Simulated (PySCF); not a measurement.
Mo(S)2(F)(Me) (CH3FMoS2), SMILES [CH3][Mo]([F])(=[S])=[S], multiplicity 1.

Coordinates come from a PBE0-D3(BJ)/def2-SVP optimisation. The spin state was assumed, not searched. The structure was generated by enumeration; whether it is a known compound was not checked. The def2 effective core potentials stand for the cores of Mo; spin–orbit coupling is left out.

Two levels are set side by side: TDDFT-PBE/def2-SVPD (PySCF) and TDDFT-M06-2X/def2-SVPD (PySCF). Vertical, same geometry. The lowest singlet is HOMO→LUMO 95 % with PBE and HOMO→LUMO+1 95 % with the other functional; states are paired by order. Differences are taken from unrounded values.

```json
[
 {"quantity": "lowest singlet excitation (eV)", "TDDFT-M06-2X": "2.48"},
 {"quantity": "lowest triplet excitation (TDA) (eV)", "TDDFT-M06-2X": "2.30"}
]
```

**Question.** What does TDDFT-PBE give, and how far is it from TDDFT-M06-2X? (The exact figures need the calculation; the answer reports its results.)

**Answer.** 
```csv
quantity,TDDFT-PBE,TDDFT-PBE minus TDDFT-M06-2X
lowest singlet excitation (eV),2.48,0.00
lowest triplet excitation (TDA) (eV),2.04,-0.26
```

Rough cost on one machine, each run with all the roots and properties that it gave: TDDFT-M06-2X against TDDFT-PBE about 10 times.
